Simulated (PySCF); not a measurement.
Al(OH)3: fields on a plane

These are results of PBE in PySCF with Al def2-SVP, O def2-SVP, H def2-SVP; no relativity; density-fitted integrals, not measurements.

The singlet minimum has Al–O 1.713 Å (×3), O–H 0.970 Å (×3); Al–O–H 120.8° (×3), O–Al–O 120.0° (×3).

The plane holds Al1 at (0.00, 0.00), O2 at (1.71, 0.00), O3 at (-0.86, 1.48), O4 at (-0.86, -1.48), H5 at (2.21, -0.83), H6 at (-0.38, 2.33), H7 at (-1.83, -1.50) Å. Columns run from x = -3.75 to 4.65 Å, rows from y = 4.65 (top) to -3.45 Å, in steps of 0.3 Å. Other isomers or separated fragments may lie lower.

Q: Give the electron density (e/Å³) (cut at 5 e/Å³). Lower edges of the bins (e/Å³): '_' 0.000, '.' 0.030, ':' 0.076, '-' 0.151, '=' 0.268, '+' 0.455, '*' 0.750, '#' 1.218, '%' 1.960, '@' 3.136; top 5.00, each point printed twice.

A: 
```
__________________________________________________________
__________________________________________________________
__________________________________________________________
__________________________________________________________
__________________________________________________________
____________________......________________________________
________________..::----::..______________________________
______________..::--++**++--..____________________________
____________..::==**##%%**==..____________________________
__________..::==##%%@@%%**==::____________________________
__________..--++%%@@@@@@**==::..__________________________
__________..--++%%@@@@@@**==::............________________
__________..::==##@@@@%%**==--::::::----::..______________
____________..--==******++==----==++****==::..____________
______________..--====**@@@@++==**%%@@%%##==::____________
______________..::--==@@@@@@@@++##@@@@@@%%++::____________
______________..::--==@@@@@@@@++##@@@@@@%%++::..__________
____________..::--====**@@@@++==**%%@@@@##++--..__________
__________..::==++**##**++==----==++####%%++--..__________
________..--==**##@@@@%%**--::::::--==****==::____________
________..==**##@@@@@@@@**==::......::----::..____________
________..==**##%%@@@@@@**--..______........______________
________..::==++##%%@@##++::..____________________________
__________..::--==++**++--..______________________________
____________....::----::....______________________________
__________________......__________________________________
__________________________________________________________
__________________________________________________________
```

Q: Give the electrostatic potential (V) (cut at 20 V). Lower edges of the bins (V): '0' -2.05, '1' -1.92, '2' -1.71, '3' -1.39, '4' -0.87, '5' -0.05, '6' 1.26, '7' 3.32, '8' 6.59, '9' 11.78; top 20.0.

A: 
```
44455555555555555555555555555
44445555555555555555555555555
44444555555555555555555554444
44444455555555555555555444444
44444445556666555555554444444
44444445566776655555544444444
44444444567887665555444444444
44444334579998665554444444444
44443324689998665544444444444
44433114899997655544444444444
44432006999987655443333444444
44433116999987665432223344444
44443225899988876542002344444
44444335689999987776411344444
44444445689999998999743344444
55555556789999999999964444444
55555556789999999999975555555
55555666789999998999986555555
55566677789999987789997655555
55566788999988876679997655555
55667999999987666678887655555
55667999999985555566766655555
55566788999964455556666555555
55566666676522345555555555555
55555555432002344555555555555
55555554431123344555555555555
55555544433333444455555555555
55555544443334444455555555555
```
